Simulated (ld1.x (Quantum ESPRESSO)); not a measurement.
Varying the TM potential for In

Base potential:

```
Element                 : indium
Generator               : ld1.x (Quantum ESPRESSO) 7.5
Type                    : norm-conserving Troullier–Martins (Kleinman–Bylander form)
Functional              : PBE
Relativity              : scalar-relativistic
Frozen core             : [Ar] 3d10 4s2
Valence charge          : 19
Reference configuration : 4p6 4d10 5s2 5p1
Partial waves           : 5s (bound): rc 1.85 bohr; 4p (bound): rc 0.85 bohr; 4d (bound): rc 1.10 bohr
Local potential         : all-electron potential smoothed inside 0.80 bohr (lloc = -1)
Core correction         : Bessel-smoothed model core, default radius (core density twice the valence density)
```

Occupied shells without a wave of their own: 5p. They enter only through the test configuration that unscreens the potential, and ld1.x also counts them in the model core charge.

Cutoffs, loose and tight: the cutoffs (Ry, on a coarse ladder) from which the occupation-weighted sum of valence levels, in a spherical-Bessel basis at the reference potential, stays within 10 and 1 mRy of its value at 400 Ry. They do not see the model core or the augmentation charge, which bear on the density cutoff. Test errors are all-electron minus pseudo excitation energies from the reference, over the configurations 4p6 4d10 5s2 5p0; 4p6 4d10 5s1 5p0; 4p6 4d10 5s0 5p0; 4p6 4d10 5s2 5p0.5; 4p6 4d9 5s0 5p0; 4p5 4d10 5s2 5p1; 4p6 4d10 5s1 5p1. A dash means not determined; rows that change the core or the reference have their own tests.

With those shells counted twice in exchange and correlation these files are broken, and their errors move erratically; no question is asked of them.

A true bound ghost makes a file unfit for plane-wave use even where its test errors are small: the radial tests pick states by their node count and pass the ghost by.

Cutoffs are not given where the Bessel-basis levels miss the radial ones by over 6 mRy, ghosts where they miss by over 20 mRy; a channel whose overlap is not positive is not tested.

The default core radius of the base comes out at 0.57 bohr.

```tsv
change	outcome	cutoff, loose	cutoff, tight	bound ghosts	largest test error (meV)
base	generated	180 Ry	300 Ry	s	-905
all radii but the core radius scaled by about 1.04 (s 1.92, p 0.88, d 1.14 bohr); local potential all-electron potential smoothed inside 0.82 bohr (lloc = -1)	generated	180 Ry	230 Ry	s	-860
core [Kr], valence charge 13; reference 4d10 5s2 5p1; waves now 5p (bound): rc 2.40 bohr; 4d (bound): rc 1.80 bohr; 5s (bound): rc 2.05 bohr; local potential the s channel; core correction none	generated	70 Ry	110 Ry	none	-245
local potential all-electron potential smoothed inside 2.18 bohr (lloc = -1)	generated, misses its reference levels by 0.38 eV	180 Ry	300 Ry	none	+1289
core correction Bessel-smoothed model core inside 0.98 bohr	generated	180 Ry	300 Ry	s	-905
wave 4p (bound): rc 0.85 bohr becomes 4p (bound): rc 0.54 bohr	generated	–	–	s	-1038
local potential the s channel	generated, misses its reference levels by 0.82 eV	180 Ry	300 Ry	none	+3575
```
